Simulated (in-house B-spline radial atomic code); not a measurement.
# Removing one electron from Br⁵⁺

Closed shell [Ar] 3d10 4s2. Computed with an all-electron radial atomic-structure program (B-spline basis): Koopmans values of Dirac-Hartree-Fock plus a diagonal self-energy, in second order or with its direct term screened (direct RPA, with the hole-particle interaction, or full time-dependent Hartree-Fock), linearised in energy; no-pair Dirac-Coulomb Hamiltonian, finite nucleus. Shifts add to the Koopmans value (the ΔSCF shift is orbital relaxation alone); the final value takes TDHF screening with Breit and QED.

Command:
```bash
python run_mb.py task.json out
```
Settings (nuclear radius in fm, box in bohr, cutoff in hartree):
```
basis_form          2
Z                   35
core_configuration  [Ar] 3d10 4s2
rms_radius          4.1629
mass_number         79
speed_of_light      137.036
box_radius          10.79
lmax                7
intervals           62
virtual_cutoff      4900.0
```

Time taken, with all properties: 11 s on 1 thread of Intel(R) Xeon(R) 6975P-C, with other jobs on the host.

Energies in eV:

```csv
subshell,Koopmans,ΔSCF shift,second order,direct RPA,hole-particle,TDHF,Breit + QED,final
4s1/2,85.55,-0.216,?,?,?,?,?,?
```

**Question.** What does the self-energy do to 4s1/2?

**Answer.** It shifts the removal energy by 1.784 eV in second order, 1.060 with direct RPA, 1.235 with the hole-particle term and 1.460 with TDHF screening (quasi-particle weight 0.979); Breit and QED add -0.049 eV. The final value is 86.96 eV, against 87.39 ± 0.025 eV (NIST, measured). The mixing of s² with p² in the ground state is caught to low order only, which falls short in light ions.
